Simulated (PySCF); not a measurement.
Spectrum to structure. Method used: TDDFT PBE0/def2-SVPD, vertical, gas phase, core orbitals frozen in the response (PySCF 2.14.0, density-fitted response routines). Geometries: GFN2-xTB, one conformer each.

| state | E (eV) | f |
| --- | --- | --- |
| S1 | 5.19 | 0.0006 |
| S2 | 5.94 | 0.0095 |
| S3 | 6.28 | 0.012 |
| S4 | 6.53 | 0.021 |
| S5 | 6.88 | 0.0011 |
| S6 | 6.99 | 0.0069 |

Triplets computed (Tamm–Dancoff): 4.91, 5.63 eV.

Task: Which structure fits? All have the formula CH9NSi2.
A. `N[SiH2]C[SiH3]`
B. `CN[SiH2][SiH3]`
C. `C[SiH2][SiH2]N`

Result: B. Its S1, at 5.19 eV, is the lowest among the candidates; the nearest of the others has S1 at 5.60 eV. S1 is HOMO→LUMO (98%). Löwdin shares by element: HOMO nitrogen 55%, carbon 11%, silicon 11% or more, hydrogen 7% or more (atoms not listed hold the other 17%); LUMO silicon 50%, hydrogen 10% or more, nitrogen 7% (atoms not listed hold the other 34%). At the same level the other candidates give, for their lowest levels:
- `N[SiH2]C[SiH3]`: 6.34 eV (f 0.011); 6.77 eV (f 0.008); 7.50 eV (f 0.007); 7.57 eV (f 0.026); 7.73 eV (f 0.016); T1 6.00 eV; HOMO -7.37, LUMO 0.36 eV
- `C[SiH2][SiH2]N`: 5.60 eV (f 0.003); 6.50 eV (f 0.012); 6.80 eV (f 0.035); 6.91 eV (f 0.022); 7.33 eV (f 0.049); T1 5.26 eV; HOMO -7.26, LUMO -0.31 eV

Shape of the structure used: `[CH3:1][NH:2][SiH2:3][SiH3:4]`: C1–N2–Si3–Si4 -54°.

Without π bonds the low states may be Rydberg-like; a valence basis with one diffuse set may place them up to an eV too high.
